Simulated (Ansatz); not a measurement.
Reaction (redistribution): `C[S][Ge][Cl]` + `C[S][SnH2][CH3]` → `C[S][Ge][S]C` + `[CH3][SnH2][Cl]`

Isolated molecules relaxed with PBE0-D4/def2-TZVP in Ansatz; ΔE leaves out vibrations. CCSD(T)/CBS adds triple-zeta CCSD(T) − MP2 to the extrapolated MP2 energy (def2 sets, frozen cores). Functionals use def2-TZVPP. HSE06 is defined as in plane-wave codes. Elements past krypton have def2 core potentials. For Ge, Sn outer-core shells are correlated without core-valence functions, which leaves a few kJ/mol of doubt a bond. Scalar relativity is left out up to krypton. One conformer a species, not always the lowest.

| level | ΔE (kcal/mol) | difference from CCSD(T)/CBS |
| --- | --- | --- |
| BLYP-D4 | -3.8 | 1.2 |
| B97M-V | -5.1 | -0.1 |
| HSE06-D4 | -4.7 | 0.3 |
| ωB97M-V | -4.3 | 0.7 |
| B2PLYP | -4.5 | 0.5 |
| PBE | -4.1 | 0.9 |
| revPBE | -3.9 | 1.1 |
| PBE0 | -4.7 | 0.3 |
| MP2/def2-SVP | -5.5 | -0.5 |
| HF/CBS(def2) | -5.3 | -0.3 |
| CCSD(T)/CBS | -5.0 | 0 |

Largest T1 diagnostic among the species: 0.014.

Leaving LDA and LC-ωPBE aside and taking each functional with its dispersion term where it has one, the values, not all of them listed here, spread over 1.7 kcal/mol, from r2SCAN0-D4 to BLYP-D4. From BLYP to BHLYP (50 % exact exchange), in def2-TZVPP and without D4, ΔE moves by −1.2 kcal/mol.
